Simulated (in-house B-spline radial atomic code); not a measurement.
# Binding energies in the platinum ion Pt⁴⁺

NIST's tabulated ground configuration is [Xe] 4f14 5d6; each binding energy is the energy of the ion with one electron taken from that subshell, relaxed, less that of the parent. Level of theory: Dirac-Hartree-Fock, average of configuration, Fermi nucleus of rms radius 5.427 fm; calculated with a B-spline radial code for spherical atoms. Energies include first-order Breit, QED and recoil terms.

| subshell | X-ray name | binding energy (eV) | -ε (eV) | relaxation (eV) |
| --- | --- | --- | --- | --- |
| 1s | K | 78453.9 | 78961.2 | 90.3 |
| 2s | L1 | 13951.3 | 14057.7 | 53.6 |
| 2p1/2 | L2 | 13337.2 | 13447.5 | 58.4 |
| 2p3/2 | L3 | 11627.8 | 11715.4 | 54.8 |
| 3p1/2 | M2 | 3095.1 | 3135.9 | 30.8 |
| 3p3/2 | M3 | 2715.1 | 2749.8 | 28.8 |
| 4s | N1 | 794.8 | 808.9 | 11.7 |
| 4p1/2 | N2 | 678.7 | 692.4 | 11.6 |
| 4p3/2 | N3 | 587.9 | 599.4 | 10.4 |
| 5s | O1 | 168.1 | 170.9 | 2.4 |
| 4f5/2 | N6 | 135.9 | 145.1 | 9.4 |
| 4f7/2 | N7 | 132.6 | 141.5 | 9.1 |
| 5p1/2 | O2 | 128.3 | 130.7 | 2.1 |
| 5p3/2 | O3 | 112.9 | 114.7 | 1.7 |
| 5d | O4,5 | 58.64 | 59.58 | 0.94 |

Relaxation = -ε minus the binding energy without Breit, QED and recoil terms.

Emission lines follow as differences of binding energies, with λ = 12398.42 eV·Å / E:

```
 line       holes  energy (eV)  wavelength (Å)
 K-L3  1s → 2p3/2      66826.1         0.18553
 K-L2  1s → 2p1/2      65116.7          0.1904
 K-M3  1s → 3p3/2      75738.8          0.1637
L1-M3  2s → 3p3/2      11236.2          1.1034
```

Question: What screening constant σ does Moseley's law, E = (3/4)·13.6057 eV·(Z - σ)², need for K-L3?

Answer: σ = -2.92.

Moseley's non-relativistic formula needs a falling, then negative, screening constant for heavy elements, because relativity binds the 1s electron more strongly than the formula allows.

Question: What does it cost to remove both a 3p3/2 and a 4f5/2 electron?

Answer: 2886.3 eV, which is 35.28 eV more than the two single binding energies together.

Question: What does it cost to remove both a 3p3/2 and a 4f7/2 electron?

Answer: 2882.2 eV, which is 34.49 eV more than the two single binding energies together.
